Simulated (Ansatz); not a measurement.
`C=N[SiH2]F` → `C=N` + `F[SiH]` at 600 K and 1 bar (silylene formation by 1,1-elimination).

Gas-phase electronic energies from Ansatz, PBE0-D4/def2-TZVP geometries. CBS: MP2 limit from def2 TZ/QZ plus the TZ coupled-cluster correction, frozen cores. This one scheme is used for every species. One conformer a species, not always the lowest.

```json
{"species": "`C=N[SiH2]F`", "CCSD(T)/CBS energy (Eh)": "-484.08456", "H − E (kJ/mol)": "180.3", "S (J/(mol·K))": "372.0"}
{"species": "`C=N`", "CCSD(T)/CBS energy (Eh)": "-94.52360", "H − E (kJ/mol)": "129.6", "S (J/(mol·K))": "259.4"}
{"species": "`F[SiH]`", "CCSD(T)/CBS energy (Eh)": "-389.46371", "H − E (kJ/mol)": "45.2", "S (J/(mol·K))": "268.7"}
```

H − E and S are ideal-gas, rigid-rotor, harmonic terms from PBE0-D4/def2-TZVP, for one conformer and one mirror image of each species. 1 Eh = 2625.50 kJ/mol, R = 8.31446 J/(mol·K).

By hand: ΔE, ΔH, ΔS and ΔG.

ΔE = (-94.52360) + (-389.46371) − (-484.08456) = 0.09725 Eh = 255.3 kJ/mol. Δ(H − E) = 129.6 + 45.2 − 180.3 = -5.5, so ΔH = 249.8 kJ/mol. ΔS = 259.4 + 268.7 − 372.0 = 156.1 J/(mol·K). ΔG = 249.8 − 600 × (156.1)/1000 = 156.1 kJ/mol.

By hand: the equilibrium constant, and the temperature at which ΔG would vanish if ΔH and ΔS stayed fixed.

log₁₀ K = −ΔG/(RT ln 10) = -13.6. ΔG = 0 at ΔH/ΔS = 1600 K.

The number of gas molecules changes by +1, which sets the sign of ΔS. A doubt of 5 kJ/mol in ΔE shifts log₁₀ K by 0.4 here. Other conformers and mirror images would add mixing entropy, several J/(mol·K) or more a flexible species. These are equilibria of isolated gas molecules and say nothing of rates. Largest T1 diagnostic: 0.015 (customary marks: 0.02 for closed shells, 0.045 for open ones).
